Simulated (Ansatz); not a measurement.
Relaxation of ClFGeH$_{2}$ (5 atoms, charge 0, multiplicity 1), to a largest force component of 0.02 eV/Å in at most 40 steps.

Level of theory: Ansatz 0.2.0, RHF/def2-SVP.

```xyz
5
Properties=species:S:1:pos:R:3
Ge 0.000 0.000 0.000
F 0.000 0.000 1.680
H 1.462 0.000 -0.516
Cl -1.046 1.812 -0.739
H -0.730 -1.265 -0.516
```

Question: Where does it end, and by what steps?

Answer: It converged. After 4 steps the energy has fallen by 0.122 eV; Cl4 moved furthest, 0.08 Å.

```csv
step,energy less start (eV),largest force component (eV/Å),accepted
0,0.0000,2.323,yes
1,-0.0678,0.556,yes
2,-0.1195,0.162,yes
3,-0.1220,0.068,yes
4,-0.1225,0.018,yes
```

```xyz
5
Properties=species:S:1:pos:R:3
Ge 0.012 -0.020 -0.056
F -0.005 0.009 1.661
H 1.463 0.050 -0.492
Cl -1.010 1.749 -0.712
H -0.774 -1.242 -0.493
```

Run time: 7.1 s on 1 thread of Arm Neoverse V2 (shared host), peak memory 0.13 GiB.
